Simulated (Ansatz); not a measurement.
```xyz
6

B     0.0000    0.0000   -1.4433
C     0.0000    0.0000    0.1973
O     0.0000    0.0000    1.4198
H     0.0000   -1.2756   -1.7751
H    -1.1047    0.6378   -1.7751
H     1.1047    0.6378   -1.7751
```

Basis set: def2-TZVP (spherical functions). Frozen core: 3 orbitals. Charge 0, multiplicity 1.

Computed with Ansatz (development build ahead of 0.2.0); each method stands on the lowest determinant of its kind that the runs found. Restricted open shells among the atoms or ions are ROHF, correlated in semicanonical orbitals with singles.

Task: Give the atomization energy at this shape (free ground-state atoms in the same class of orbitals less the molecule, no zero-point energy) of singlet CH3BO by RHF-MP2, RHF.

Result:

| method | atomization energy |
| --- | --- |
| RHF-MP2 | 23.56 eV |
| RHF | 17.08 eV |

Caution: no unrestricted run beside it, a lower state can exist; the shape is not the minimum.
